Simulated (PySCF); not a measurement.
**Mayer bond orders and bond lengths**

Species: C10H9N.
Numbering: `[CH2:1]=[C:2]([CH3:3])[C:4]1=[CH:5][CH:6]=[C:7]([C:8]#[N:9])[C:10]1=[CH2:11]` (hydrogens: H12, H13 on C1; H14, H15, H16 on C3; H17 on C5; H18 on C6; H19, H20 on C11)

Structure used (GFN2-xTB), in Å, numbered top down from 1:
```xyz
20
C10H9N angstrom
C     -2.190    0.887    0.402
C     -1.533   -0.116   -0.179
C     -2.252   -1.301   -0.756
C     -0.089   -0.103   -0.338
C      0.630   -0.582   -1.391
C      2.027   -0.327   -1.189
C      2.196    0.304    0.006
C      3.389    0.724    0.596
N      4.362    1.080    1.093
C      0.872    0.441    0.636
C      0.652    0.831    1.893
H     -3.262    0.869    0.504
H     -1.692    1.774    0.753
H     -2.188   -1.284   -1.844
H     -3.301   -1.290   -0.474
H     -1.798   -2.228   -0.410
H      0.235   -1.053   -2.273
H      2.805   -0.595   -1.881
H     -0.332    0.813    2.329
H      1.464    1.165    2.520
```

Bond orders from the PBE0/pcSseg-1 density (PySCF). Geometry: GFN2-xTB, one conformer, isolated molecule.

Q: How far do the computed orders between heavy atoms stray from the drawn ones?

A: The largest departure is 0.410, at C6–C7 (drawn double, 1.590). Drawn single, order above 1.12: C5–C6 (1.165). Drawn double or triple, more than 0.30 short of the drawn order: C4–C5 (1.643) and C6–C7 (1.590).

Q: Give the Mayer order of every bond, beside its length.

A: 
| bond | drawn as | length (Å) | Mayer order |
| --- | --- | --- | --- |
| C1–C2 | double | 1.333 | 1.937 |
| C2–C3 | single | 1.501 | 1.075 |
| C2–C4 | single | 1.453 | 1.033 |
| C4–C5 | double | 1.361 | 1.643 |
| C5–C6 | single | 1.435 | 1.165 |
| C6–C7 | double | 1.361 | 1.590 |
| C7–C8 | single | 1.396 | 1.046 |
| C8–N9 | triple | 1.150 | 2.991 |
| C7–C10 | single | 1.472 | 1.041 |
| C10–C11 | double | 1.334 | 1.922 |
| C10–C4 | single | 1.473 | 1.043 |
| C1–H12 | single | 1.077 | 0.928 |
| C1–H13 | single | 1.076 | 0.946 |
| C3–H14 | single | 1.089 | 0.940 |
| C3–H15 | single | 1.087 | 0.949 |
| C3–H16 | single | 1.089 | 0.951 |
| C5–H17 | single | 1.075 | 0.990 |
| C6–H18 | single | 1.075 | 0.996 |
| C11–H19 | single | 1.077 | 0.911 |
| C11–H20 | single | 1.078 | 0.900 |

By pair of heavy elements: C–C: lowest C2–C4 (1.033, 1.453 Å), highest C1–C2 (1.937, 1.333 Å); in 5 of the 45 pairs the longer bond (by over 0.003 Å) has the higher order (by 0.02 or more).

Q: Sum the orders of all bonds at each heavy atom with more than one neighbour and set the sums beside the valence in the SMILES.

A: C1 3.811 (drawn 4), C2 4.045 (drawn 4), C3 3.915 (drawn 4), C4 3.719 (drawn 4), C5 3.798 (drawn 4), C6 3.751 (drawn 4), C7 3.677 (drawn 4), C8 4.037 (drawn 4), C10 4.006 (drawn 4), C11 3.733 (drawn 4). Orders between atoms that aren't bonded are not in these sums.

The Mayer order sums products of elements of PS (density times overlap matrix) between the two atoms' basis functions, so it depends on the basis set.
